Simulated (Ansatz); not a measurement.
Consider the substitution at a C–O bond: `COBO` + `CO[Si](N)(F)Cl` → `CN[Si](F)(Cl)OC` + `OBO`.

Program: Ansatz. Geometries: PBE0-D4/def2-TZVP. ΔE: electronic, gas phase. CCSD(T)/CBS adds triple-zeta CCSD(T) − MP2 to the extrapolated MP2 energy (def2 sets, frozen cores). This one scheme is used for every species. DFT in def2-TZVPP. B3LYP here is the variant with VWN-RPA as its local correlation; programs differ in this. Each species was taken in one conformer, which may not be the lowest.

| level | ΔE (kJ/mol) |
| --- | --- |
| B3LYP | -5.7 |
| CCSD/def2-TZVPP | -12.5 |
| HF/def2-QZVPP | -3.0 |
| MP2/def2-QZVPP | -15.8 |

What does CCSD(T)/CBS give? (Estimate.)

Ansatz gave: -13.3 kJ/mol. The listed levels differ from it by 7.6, 0.8, 10.3, -2.5 kJ/mol.

Largest T1 diagnostic among the species: 0.013.

The D4 term adds −5.2 kJ/mol with B3LYP and −3.2 kJ/mol with PBE0; it sums over pairs of atoms, weighted by their polarisabilities, and B3LYP, whose exchange is more repulsive, gets the larger term. In def2-TZVPP, CCSD(T) changes the Hartree–Fock value by −10.0 kJ/mol (the triples alone add −1.0 kJ/mol) and MP2 by −12.6 kJ/mol.
